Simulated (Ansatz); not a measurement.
Start from `F[SiH2][SnH3]` and change one atom or group to get `F[SiH2][SiH3]`.

Ansatz, PBE0-D4/def2-TZVP geometries, multiplicity 1. 

Elements past krypton have def2 core potentials.

| property | `F[SiH2][SnH3]` |
| --- | --- |
| zero-point energy (PBE0-D4/def2-TZVP) / kJ/mol | 105.0 |
| LUMO energy (PBE0/def2-TZVPP) / eV | -0.74 |
| LUMO energy (ωB97M-V/def2-TZVPP) / eV | 0.97 |
| HOMO energy (B3LYP/def2-TZVPP) / eV | -7.84 |
| HOMO–LUMO gap (PBE0/def2-TZVPP) / eV | 7.29 |
| HOMO energy (PBE/def2-TZVPP) / eV | -6.92 |

(1) Give the same properties after the change, and the shifts. (Best estimate.)

Answers

(1) The calculation gave: 
```
                                      property  `F[SiH2][SiH3]`  shift
zero-point energy (PBE0-D4/def2-TZVP) / kJ/mol            116.3   11.3
            LUMO energy (PBE0/def2-TZVPP) / eV            -0.65   0.09
         LUMO energy (ωB97M-V/def2-TZVPP) / eV             1.13   0.16
           HOMO energy (B3LYP/def2-TZVPP) / eV            -8.21  -0.37
          HOMO–LUMO gap (PBE0/def2-TZVPP) / eV             7.75   0.46
             HOMO energy (PBE/def2-TZVPP) / eV            -7.21  -0.29
```

With PBE0 the HOMO falls by 0.38 eV and the LUMO rises by 0.09 eV, so the gap widens by about 0.47 eV. PBE moves the HOMO by -0.29 eV and ωB97M-V by -0.42 eV.

B3LYP here is the variant with VWN-RPA as its local correlation; programs differ in this.
